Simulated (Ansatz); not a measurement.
Reaction (isomerisation): `[BH2][Zn][CH2]C` → `B[CH2][Zn][CH3]`

Computed with Ansatz on PBE0-D4/def2-TZVP structures; ΔE is electronic, products minus reactants. CBS: MP2 limit from def2 TZ/QZ plus the TZ coupled-cluster correction, frozen cores. For Zn outer-core shells are correlated without core-valence functions, which leaves a few kJ/mol of doubt a bond. Scalar relativity is left out up to krypton. One conformer a species, not always the lowest.

`[BH2][Zn][CH2]C`:

Cartesian coordinates in Å:
```
B 2.490 1.725 -0.161
Zn 0.894 0.463 0.266
C -0.614 -0.731 0.666
C -1.653 -0.874 -0.447
H 3.214 1.563 -1.105
H 2.766 2.677 0.516
H -0.205 -1.716 0.921
H -1.097 -0.373 1.583
H -2.114 0.085 -0.701
H -1.214 -1.267 -1.369
H -2.466 -1.553 -0.169
```

`B[CH2][Zn][CH3]`:

```xyz
11

B    -0.912    1.312   -1.322
C    -1.563    0.651   -0.147
Zn    0.121   -0.310    0.356
C     1.666   -1.308    0.970
H    -0.872    0.766   -2.393
H    -0.324    2.354   -1.195
H    -1.780    1.225    0.758
H    -2.263   -0.174   -0.297
H     2.413   -0.635    1.397
H     2.128   -1.846    0.139
H     1.386   -2.036    1.734
```

| level | ΔE (eV) |
| --- | --- |
| SCS-MP2/def2-QZVPP | -1.37 |
| MP2/CBS(def2) | -1.46 |

(1) What does CCSD(T)/CBS give? (Estimate.)

Largest T1 diagnostic among the species: 0.013.

Answers

(1) The calculation gave: -1.36 eV. The listed levels differ from it by -0.01, -0.10 eV.

In def2-TZVPP, CCSD(T) changes the Hartree–Fock value by −0.17 eV (the triples alone add −0.04 eV) and MP2 by −0.27 eV.
